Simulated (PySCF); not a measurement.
From one molecule to another.

First species: C6H12S.
SMILES: `CS[C@@H]1CC[C@H]1C`

Second species: C6H8FN.
InChI=1S/C6H8FN/c1-6(2-4-7)3-5-8/h3H,2,4H2,1H3/b6-3+

Levels: CAM-B3LYP/def2-SVPD for dipole moment, HOMO energy, LUMO energy, HOMO–LUMO gap, static isotropic polarisability and electronic spatial extent ⟨r²⟩ about the centre of nuclear charge; TDDFT CAM-B3LYP/def2-SVPD for lowest singlet excitation; TDA CAM-B3LYP/def2-SVPD for lowest triplet excitation (Tamm–Dancoff); GFN2-xTB for rotational constant A and rotational constant C. Geometries: GFN2-xTB. Each species is one conformer at its optimised geometry, gas phase, non-relativistic unless stated; the electronic structure was computed with PySCF and density fitting.

The conformers computed, where there is a choice (atom-mapped SMILES and torsion angles):
- `[CH3:1][S:2][C@@H:3]1[CH2:4][CH2:5][C@H:6]1[CH3:7]`: C1–S2–C3–C4 -75°
- `[CH3:1]/[C:2](=[CH:3]\[C:4]#[N:5])[CH2:6][CH2:7][F:8]`: C1–C2–C6–C7 -91°, C2–C6–C7–F8 -66°

Values for the first species:

```
Dipole moment                                                     : 1.63 D
HOMO energy                                                       : -7.51 eV
LUMO energy                                                       : 1.24 eV
HOMO–LUMO gap                                                     : 8.75 eV
Lowest singlet excitation                                         : 5.29 eV
Lowest triplet excitation (Tamm–Dancoff)                          : 4.88 eV
Static isotropic polarisability                                   : 90.9 au
Electronic spatial extent ⟨r²⟩ about the centre of nuclear charge : 1122 bohr²
Rotational constant A                                             : 3.817 GHz
Rotational constant C                                             : 1.150 GHz
```

(1) Estimate the same properties for the second species, and the change in each.

Answers

(1) 
```json
{"property": "dipole moment", "first": "1.63 D", "second": "5.67 D", "second less first": "+4.04 D"}
{"property": "HOMO energy", "first": "-7.51 eV", "second": "-9.01 eV", "second less first": "-1.50 eV"}
{"property": "LUMO energy", "first": "1.24 eV", "second": "-0.20 eV", "second less first": "-1.44 eV"}
{"property": "HOMO–LUMO gap", "first": "8.75 eV", "second": "8.81 eV", "second less first": "+0.06 eV"}
{"property": "lowest singlet excitation", "first": "5.29 eV", "second": "6.11 eV", "second less first": "+0.82 eV"}
{"property": "lowest triplet excitation (Tamm–Dancoff)", "first": "4.88 eV", "second": "3.68 eV", "second less first": "-1.20 eV"}
{"property": "static isotropic polarisability", "first": "90.9 au", "second": "78.0 au", "second less first": "-12.9 au"}
{"property": "electronic spatial extent ⟨r²⟩ about the centre of nuclear charge", "first": "1122 bohr²", "second": "1172 bohr²", "second less first": "+50 bohr²"}
{"property": "rotational constant A", "first": "3.817 GHz", "second": "3.586 GHz", "second less first": "-0.231 GHz"}
{"property": "rotational constant C", "first": "1.150 GHz", "second": "0.975 GHz", "second less first": "-0.175 GHz"}
```

On the first: The principal polarisabilities are 78.3, 87.1 and 107.5 au; their mean is the isotropic value. The polarisability is 13.48 Å³ as a volume (1 au = 0.148185 Å³), or 1.42 au for each of the 64 electrons.

On the second: The dipole matches unit charges of opposite sign 1.18 Å apart (1 e·Å = 4.8032 D).
